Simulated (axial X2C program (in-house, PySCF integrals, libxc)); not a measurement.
# NaRe⁺: cheaper levels and CCSD(T), with spin–orbit coupling

All values were computed with an in-house relativistic program for diatomic molecules. Two-component (2c) means X2C with spin–orbit coupling and atomic mean-field two-electron Coulomb and Gaunt terms. Basis: Re dyall-cv3z [13s14p9d7f4g], Na dyall-cv3z [9s8p5d2f] (cores contracted in-house); Gaussian nuclei, density fitting, unrestricted open shells. Masses: Re 186.956 u, Na 22.990 u.

State: Ω = 5/2 (⟨Sz⟩ = 2.47, ⟨Lz⟩ = 0.03 at HF); fragments Re + Na+.

```csv
level,Re (Å),ωe (cm⁻¹),De (eV)
PBE0,3.188,133.7,0.705
CCSD,3.190,133.9,0.476
LDA,3.088,142.1,0.693
```

Correlated methods: 15 electrons correlated (number of frozen shells: Re 5 s, 4 p, 2 d, 1 f; Na 1 s), 337 virtual spin orbitals or spinors in MP2, 90 natural virtuals in coupled cluster.

CCSD(T), same Hamiltonian and basis:

Re = 3.171 Å, ωe = 136.6 cm⁻¹; T1 = 0.034 (Lee–Taylor normalisation).

**Question.** Give the differences from CCSD(T) in the columns below.

**Answer.** 

| level | ΔRe (Å) | Δωe (cm⁻¹) |
| --- | --- | --- |
| PBE0 | 0.017 | -2.9 |
| CCSD | 0.019 | -2.7 |
| LDA | -0.083 | 5.5 |

The state is a single determinant with fixed occupations, the lowest that a limited PBE0 search found. De is counted from the lowest determinant-based energies of the atoms at the same level, without counterpoise correction. De is not given where an atomic determinant may have missed its ground term or J level, or where the truncated virtual space spoils (T). Density functionals use the spin component along the axis (collinear). Coupled cluster ran in a truncated set of natural virtual spinors; the MP2 energy of the rest was added. (T) has no such correction and the atoms are truncated less, which lowers De at CCSD(T) by a hundredth of an eV or more. With several unpaired electrons one determinant need not be a pure state. This is the top spin component of a Σ state; components of lower Ω are not single determinants and can lie lower. The determinant is spin-polarised beyond a pure state at some levels (its spin-free form has ⟨S²⟩ too high), which makes Re and μ there less reliable.
